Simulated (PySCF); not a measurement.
# Ionisation energy of Ti¹⁹⁺ by level of theory

Ti¹⁹⁺ [He] 2s1 (2S) → Ti²⁰⁺ 1s2 (1S), as a difference of total energies. Calculation: PySCF 2.14, in an even-tempered Gaussian basis (17 s from 3.8 bohr⁻², ratio 2.2; 8 p from 6 bohr⁻², ratio 2.4; 6 d from 18 bohr⁻², ratio 2.4; 5 f from 27 bohr⁻², ratio 2.4; 4 g from 40 bohr⁻², ratio 2.4); no relativity, point nucleus. Correlated levels: nothing frozen; virtual orbitals above 40 to 60 times the deepest correlated orbital energy dropped. The calculations carry no spin-orbit coupling.

```csv
method,ionisation energy (eV)
UHF,1414.8
LDA,1412.8
PBE,1416.7
PBE0,1416.3
r2SCAN,1413.9
B97-3,1415.1
BHandHLYP,1416.6
MP2 (all electrons),1415.0
SCS-MP2 (all electrons),1415.0
```

These non-relativistic numbers lack the scalar-relativistic shift.

For comparison: 1425.3 eV (theoretical estimate listed by NIST; NIST Atomic Spectra Database, ionization energies).
